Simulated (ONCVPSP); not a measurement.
**Logarithmic derivatives: Fe (Z = 26), ONCV**

- Element: iron
- Generator: ONCVPSP 4.0.1
- Type: optimised norm-conserving Vanderbilt (ONCV)
- Functional: PBE
- Relativity: scalar-relativistic
- Frozen core: [Ne]
- Valence charge: 16
- Reference configuration: 3s2 3p6 3d6 4s1.5 (charge +0.5)
- Partial waves: 3s+4s: rc 1.40 bohr, ncon 5, nbas 8, qcut 11.3 1/bohr, 2 projectors; 3p: rc 0.95 bohr, ncon 4, nbas 9, qcut 9.7 1/bohr, 2 projectors, debl 2.3 Ha; 3d: rc 1.80 bohr, ncon 4, nbas 9, qcut 7.7 1/bohr, 2 projectors, debl 2.7 Ha; f scattering state at 0.28 Ha: rc 1.80 bohr, ncon 3, nbas 7, qcut 5.5 1/bohr, 3 projectors, debl 3.4 Ha
- Local potential: polynomial inside 0.80 bohr (lpopt 5, dvloc0 0 Ha)
- Core correction: none

In the p channel the program set the typed energies aside and used -2.356, 0.250 Ha.

The phase is arctan(r·R′/R) of the radial function R(r), unwrapped; energies in Ha, scanned from -5 to 5 Ha. A pole is an energy at which the radial function vanishes at the test radius. The pseudo phase is shifted by a multiple of π to meet the all-electron one at the reference energy, and phase errors are pseudo minus all-electron; the curves can meet again beyond the range given. Levels narrower than the energy grid can be missing from the lists of poles.

```csv
channel,radius (bohr),reference energy (Ha),"poles, all-electron","poles, pseudo",unbroken range about the reference energy with phases within 0.05 rad,phase error 1 Ha above the reference energy (rad)
s,1.42,-0.32,-3.15,-3.15,the whole range,-0.000
p,0.96,-2.36,1.61,1.61,the whole range,-0.000
d,1.83,-0.42,"-0.13, 4.71","-0.13, 4.71",the whole range,-0.001
f,1.83,0.28,4.28,4.28,the whole range,-0.000
```

Phases in the d channel:

| E (Ha) | all-electron | pseudo |
| --- | --- | --- |
| -4.96 | 1.359 | 1.359 |
| -4.48 | 1.345 | 1.345 |
| -4.00 | 1.329 | 1.328 |
| -3.52 | 1.308 | 1.307 |
| -3.04 | 1.280 | 1.279 |
| -2.56 | 1.243 | 1.242 |
| -2.08 | 1.186 | 1.185 |
| -1.60 | 1.085 | 1.084 |
| -1.12 | 0.831 | 0.829 |
| -0.64 | -0.465 | -0.466 |
| -0.16 | -1.546 | -1.546 |
| 0.32 | -1.841 | -1.842 |
| 0.80 | -2.130 | -2.132 |
| 1.28 | -2.725 | -2.728 |
| 1.76 | -3.707 | -3.708 |
| 2.24 | -4.217 | -4.217 |
| 2.72 | -4.427 | -4.427 |
| 3.20 | -4.538 | -4.538 |
| 3.68 | -4.609 | -4.610 |
| 4.16 | -4.662 | -4.663 |
| 4.64 | -4.706 | -4.707 |
